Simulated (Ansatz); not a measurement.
This geometry of ClF3H3NZr (9 atoms, charge 0, multiplicity 1) is a first-order saddle point.

The calculation used RKS PBE0-D4/def2-SVP in Ansatz.

```xyz
9
Properties=species:S:1:pos:R:3
Zr -0.324 0.065 -0.278
Cl -0.131 1.144 2.214
N 1.653 -0.218 -0.310
H 2.144 -0.901 -0.882
H 2.326 0.345 0.208
F -0.815 1.764 -0.975
F -0.860 -1.188 -1.593
F -1.395 -0.922 1.246
H -0.955 -0.089 2.012
```

**Question.** Which two structures does it join? (They come from a converged band through this point; their orientation in space is the band's.)

**Answer.** Bonds broken: F8–H9. Bonds formed: Cl2–H9.

Initial state:

```xyz
9
Properties=species:S:1:pos:R:3
Zr -0.023 0.000 -0.022
Cl 0.195 -0.010 2.414
N 1.887 0.001 -0.613
H 2.463 -0.825 -0.768
H 2.453 0.829 -0.788
F -0.615 1.658 -0.738
F -0.621 -1.657 -0.734
F -2.245 0.006 1.014
H -1.850 -0.001 1.877
```

Final state:

```xyz
9
Properties=species:S:1:pos:R:3
Zr -0.414 -0.126 -0.495
Cl 0.049 1.258 2.309
N 1.578 -0.277 -0.254
H 2.200 -0.832 -0.839
H 2.127 0.207 0.453
F -0.992 1.649 -0.894
F -0.728 -1.219 -2.015
F -1.418 -0.903 0.980
H -0.758 0.243 2.395
```

**Question.** How far does it lie above each of them?

**Answer.** 27.9 kJ/mol above the first and 18.2 kJ/mol above the second. This is the barrier of this one path; another mechanism may lie lower. The orbitals stay closed-shell, which can raise the energy where a bond breaks towards radicals; this wasn't checked here.

The run took 5.6 min on 4 threads of Arm Neoverse V2, on a shared host, peak memory 0.32 GiB.
